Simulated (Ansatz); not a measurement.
Total energies of the cluster SiTe₄ from Ansatz at PBE-D4/def2-TZVP, gas phase (1 Eh = 27.2114 eV = 2625.5 kJ/mol). The reference geometry is relaxed at r2SCAN-D4/def2-SVP.

```
atom    x (Å)    y (Å)    z (Å)
 Si1  -0.3013  -1.9208   0.9626
 Te2  -1.0253   1.6000  -1.2051
 Te3   1.7673  -1.1968  -0.2042
 Te4  -1.9688  -0.0852   0.8456
 Te5   1.5281   1.6028  -0.3989
```

```csv
state,geometry,energy (Eh)
charge 0 singlet,reference,-1361.58528
charge 1 doublet,reference,-1361.31814
charge 0 triplet,relaxed at r2SCAN-D4/def2-SVP,-1361.54801
charge 0 quintet,relaxed at r2SCAN-D4/def2-SVP,-1361.52956
free Si atom (triplet),–,-289.22285
free Te atom (triplet),–,-267.97310
```

In the def2 sets Te takes a core potential; there is no spin–orbit coupling.

Work out the vertical ionisation energy to the doublet.

E(charge 1 doublet) − E(charge 0 singlet) = -1361.31814 − (-1361.58528) = 0.26714 Eh = 7.27 eV. For comparison, −ε of the highest occupied level is 5.11 eV at this level, 2.16 eV less.

Which of the charge 0 states is lowest, and how far above it are the others?

The singlet. triplet: -1361.54801 − (-1361.58528) = 0.03727 Eh = 97.9 kJ/mol; quintet: -1361.52956 − (-1361.58528) = 0.05572 Eh = 146.3 kJ/mol. The quintet differs in its bonds from the reference.

What is the binding energy per atom against free atoms?

Atoms: 1 × (-289.22285) + 4 × (-267.97310) = -1361.11525 Eh. Binding: -1361.11525 − (-1361.58528) = 0.47003 Eh = 12.79 eV, or 2.56 eV for each of 5 atoms (no zero-point energy, no counterpoise term).

The structure comes from a short search, and lower isomers may exist.
